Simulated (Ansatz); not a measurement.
Scan of the O1–Si2–As3–H4 dihedral angle

SiAsH₂O (SMILES O=[Si-][AsH2]) (charge -1), closed shell, at its PBE0-D4/def2-TZVPD minimum:

```
5
angstrom
O -0.4466 -1.7641 1.5114
Si 0.4388 -0.4931 1.4463
As 0.4155 0.1851 -1.0773
H -1.0954 0.4008 -1.0536
H 0.6877 1.6713 -0.8268
```

The dihedral angle O1–Si2–As3–H4 (61.8° at the minimum) is set to the values below, the two halves turning rigidly about the central bond. Each method's energies count from its own value at the PBE0-D4 minimum structure. 1 of 11 computed points, where the reference changed state or T1 grew large, are left out. Program: Ansatz 0.2.0. Basis: def2-TZVPPD. Cores are frozen in the correlated methods. Filled d shells of the heavier atoms are correlated. The def2 sets are not built for correlating such inner shells, so the correlated values are less sure here. B3LYP uses VWN-RPA correlation.

```tsv
dihedral angle (°)	CCSD(T) (kcal/mol)	HF (kcal/mol)	wB97M-V (kcal/mol)
-155.8	0.162	0.178	0.149
-125.8	0.432	0.483	0.433
-95.8	1.347	1.560	1.343
-65.8	2.296	2.704	2.318
-35.8	2.520	3.015	2.555
-5.8	1.775	2.169	1.794
84.2	0.246	0.293	0.227
114.2	0.920	1.167	0.914
144.2	1.130	1.450	1.130
174.2	0.634	0.795	0.613
```

Largest difference from the CCSD(T) curve over the scan: PBE-D4 0.151; r2SCAN-D4 0.197; PBE0-D4 0.185; B3LYP-D4 0.216 kcal/mol. Each curve counts from its own value at the minimum.

T1 diagnostic: at most 0.018.

For scale, one of the runs: CCSD(T)/def2-TZVPPD, 176 basis functions, launched by `ansatz run in.yaml --threads 2 --pin off --events-out ev --progress --plain --max-ram 4352MiB`. The run took 64 s on 2 CPU threads of an Arm Neoverse V1 (shared host), with 1.5 GiB of host memory at its peak.
